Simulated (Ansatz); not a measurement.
Ge(SMe)H3 (CH₆GeS). The state is a singlet with charge 0. Geometry PBE-D4/def2-SVP, basis def2-TZVP, Ansatz.

```xyz
9

Ge   -0.3457    1.4801   -0.2763
S     0.6281   -0.3301   -1.1603
C     0.3785   -1.5110    0.2229
H     0.8898   -1.1741    1.1465
H     0.8284   -2.4691   -0.1006
H    -0.6969   -1.6783    0.4317
H    -1.8503    1.2077    0.0077
H    -0.1848    2.6034   -1.3282
H     0.3529    1.8714    1.0568
```

```
run  HOMO (eV)  LUMO (eV)
  A      -6.78       0.00
  B      -5.42      -0.81
  C      -6.94       0.17
  D      -5.57      -0.89
  E      -6.55      -0.26
  F      -7.86       0.90
```

B3LYP takes the VWN-RPA correlation.

The runs used B3LYP, BHLYP, BLYP, PBE, PBE0, r2SCAN0. Estimate which is which.

A PBE0 (25 % exact exchange); B BLYP (0 % exact exchange); C r2SCAN0 (25 % exact exchange); D PBE (0 % exact exchange); E B3LYP (20 % exact exchange); F BHLYP (50 % exact exchange). Exact exchange lowers occupied and raises empty levels; among semilocal functionals meta-GGAs tend to open the gap a little, and such runs are hard to tell apart. The gap grows from 4.61 eV (BLYP) to 8.76 eV (BHLYP).
